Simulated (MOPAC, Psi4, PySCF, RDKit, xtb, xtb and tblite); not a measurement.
Two geometries of SMILES c1csc(Cc2nccs2)c1, relaxed at GFN2-xTB with one dihedral held; other torsions can differ between them too.

Structure A

```
18

C     -2.9883     0.5010     0.0496
C     -3.0440    -0.0399     1.2918
S     -1.6859    -1.0415     1.6230
C     -1.0227    -0.7175     0.0565
C      0.2496    -1.3711    -0.3835
C     -0.0622    -2.6605    -1.0627
N      0.1195    -3.8228    -0.5544
C     -0.2975    -4.8146    -1.3753
C     -0.8230    -4.4040    -2.5570
S     -0.7990    -2.6871    -2.6577
C     -1.8308     0.1090    -0.6604
H     -3.7401     1.1569    -0.3510
H     -3.7992     0.0851     2.0419
H      0.7785    -0.7088    -1.0733
H      0.8846    -1.5861     0.4771
H     -0.1910    -5.8347    -1.0547
H     -1.2156    -4.9914    -3.3615
H     -1.6072     0.4313    -1.6621
```

Structure B

```
18

C      2.9263     0.6308     0.1499
C      3.0173    -0.0123     1.3392
S      1.7331    -1.1341     1.5649
C      1.0576    -0.7268     0.0213
C     -0.1772    -1.4152    -0.4712
C     -0.9695    -0.5207    -1.3551
N     -1.1217    -0.6775    -2.6185
C     -1.8717     0.3040    -3.1722
C     -2.3105     1.2531    -2.3073
S     -1.7642     0.9088    -0.7130
C      1.8047     0.2196    -0.6066
H      3.6300     1.3723    -0.1832
H      3.7584     0.0964     2.1056
H     -0.7812    -1.7299     0.3837
H      0.0922    -2.3050    -1.0492
H     -2.0686     0.2753    -4.2282
H     -2.9107     2.1179    -2.5032
H      1.5660     0.6108    -1.5797
```

Question: Which is lower in energy at the level PBE0-D3(BJ)/def2-SVP // GFN2-xTB (Psi4), and by how much?

Answer: B is lower, by 0.47 kcal/mol (dihedral S3–C4–C5–C6: 90° in A, 150° in B).

E(B) − E(A) in kcal/mol at the other levels, on the same two geometries: GFN2-xTB (xtb and tblite) 0.19; MMFF94 // GFN2-xTB (RDKit) -0.12; PBE0/def2-SVP // GFN2-xTB (Psi4) -0.50; PBE/def2-SVP // GFN2-xTB (Psi4) -0.39; PBE-D3(BJ)/def2-SVP // GFN2-xTB (Psi4) -0.38; UFF // GFN2-xTB (RDKit) 1.40; PM7, restricted, heats of formation // GFN2-xTB (MOPAC) 0.22; PM3, restricted, heats of formation // GFN2-xTB (MOPAC) -0.06; GFN1-xTB // GFN2-xTB (xtb) 0.12; restricted B3LYP/6-31G*, spherical d, density fitting // GFN2-xTB (PySCF) -0.31; restricted Hartree-Fock/STO-3G // GFN2-xTB (PySCF) 0.27; restricted BP86/6-31G*, spherical d, density fitting // GFN2-xTB (PySCF) -0.33.
